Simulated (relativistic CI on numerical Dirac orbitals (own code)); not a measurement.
Sensitivity of the levels of Cd²⁵⁺ to α and to the nuclear radius

These numbers are calculated, not measured: Dirac-Coulomb-Breit CI, orbitals from a KLI potential per configuration, derivatives by finite differences, unscaled Slater integrals, QED left out (own radial code, finite nucleus).

Configuration list (outside the closed core [Ne]): 3s2 3p6 3d5, 3s2 3p5 3d6, 3s2 3p4 3d7, 3s 3p6 3d6, 3p6 3d7, 3s 3p5 3d7, 3s2 3p6 3d4 4s, 3s2 3p6 3d3 4s2. Levels of other configurations are missing.

With x = (α/α₀)² − 1 an excitation energy changes as ω = ω₀ + qx; K = 2q/ω₀ is the relative enhancement. Terms are leading LS components, so labels can repeat. The field-shift factor is F = δν/δ⟨r²⟩ for the transition from the lowest level.

Lowest level 3s2 3p6 3d5 6S_5/2.

```tsv
Level	ω₀ (cm⁻¹)	q (cm⁻¹)	F (GHz/fm²)
3s2 3p6 3d5 4G_5/2	89582	-40140	-0.155
3s2 3p6 3d5 4G_7/2	123567	-1259	0.157
3s2 3p6 3d5 4P_3/2	124965	-893.4	0.0915
3s2 3p6 3d5 4G_11/2	129152	5687	0.246
3s2 3p6 3d5 4G_5/2	133399	21720	0.28
3s2 3p6 3d5 4G_9/2	137229	17920	0.318
3s2 3p6 3d5 4P_1/2	142435	18490	0.231
3s2 3p6 3d5 4D_7/2	166872	37200	0.406
3s2 3p6 3d5 4D_5/2	172917	25770	0.345
3s2 3p6 3d5 4D_1/2	190356	63460	0.565
3s2 3p6 3d5 2I_11/2	191821	35860	0.55
3s2 3p6 3d5 4D_3/2	193190	54970	0.54
3s2 3p6 3d5 2F_7/2	195909	10760	0.243
3s2 3p6 3d5 4F_3/2	203955	36870	0.474
3s2 3p6 3d5 2G_9/2	207280	27920	0.439
3s2 3p6 3d5 2I_13/2	210454	48180	0.671
3s2 3p6 3d5 2F_5/2	217040	59170	0.626
3s2 3p6 3d5 4F_5/2	241071	81430	0.759
3s2 3p6 3d5 2H_9/2	241572	51560	0.685
3s2 3p6 3d5 2G_7/2	253261	56530	0.649
3s2 3p6 3d5 2D_3/2	263897	80250	0.73
3s2 3p6 3d5 2F_5/2	265452	61130	0.683
3s2 3p6 3d5 2F_7/2	268399	87450	0.853
```

At this charge energies of transitions that change n are usually good to better than 1 %, and those within a shell (Δn = 0) to a few per cent. Terms inside the open d or f shell come out 10 to 20 % too wide with unscaled integrals.

Q: Which transition from the lowest level has the largest |K|?

A: 3s2 3p6 3d5 4G_5/2 at 89582 cm⁻¹, K = -0.896.
